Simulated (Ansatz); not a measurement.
Basis-set series for CH₆AlClSSi, SMILES `[SiH3][CH](Cl)[AlH][SH]`. Total charge 0; spin multiplicity 1. Geometry: relaxed with PBE0-D4/def2-TZVP. It is one conformer, not always the lowest.

```csv
functional,basis,functions,energy (Eh),HOMO (eV),LUMO (eV)
PBE0-D4,def2-SVP,116,-1431.03105,-7.43,-0.73
PBE0-D4,def2-TZVPP,283,-1431.56049,-7.54,-0.95
ωB97M-V,def2-SVP,116,-1431.48961,-9.56,1.14
ωB97M-V,def2-TZVPP,283,-1432.01918,-9.71,0.82
```

Problem. Give the rows for def2-QZVPP. (Best estimate.)

Solution. The calculation gave: 
| functional | basis | functions | energy (Eh) | HOMO (eV) | LUMO (eV) |
| --- | --- | --- | --- | --- | --- |
| PBE0-D4 | def2-QZVPP | 517 | -1431.60572 | -7.56 | -1.05 |
| ωB97M-V | def2-QZVPP | 517 | -1432.06208 | -9.74 | 0.53 |

Positive LUMOs are unbound and depend on the basis.

Computed with Ansatz.
